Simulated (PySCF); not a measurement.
A structure optimised at PBE0-D3(BJ)/def2-SVP, used in a PySCF frequency run:

```xyz
8

F     -0.1964     2.6393     0.0000
C      0.3387     1.4236     0.0000
C     -0.4931     0.3153     0.0000
C     -0.0590    -0.9819     0.0000
F     -0.8529    -2.0236     0.0000
F      1.2077    -1.3291     0.0000
H      1.4297     1.4071     0.0000
H     -1.5740     0.4714     0.0000
```
Charge 0, spin multiplicity 2.

Task: Write its SMILES, formula and point group.

Result: F/C=C/[C](F)F, C3H2F3, Cs

Task: What are its rotational constants (standard atomic weights)?

Result: 9.8806, 1.7860, 1.5126 GHz
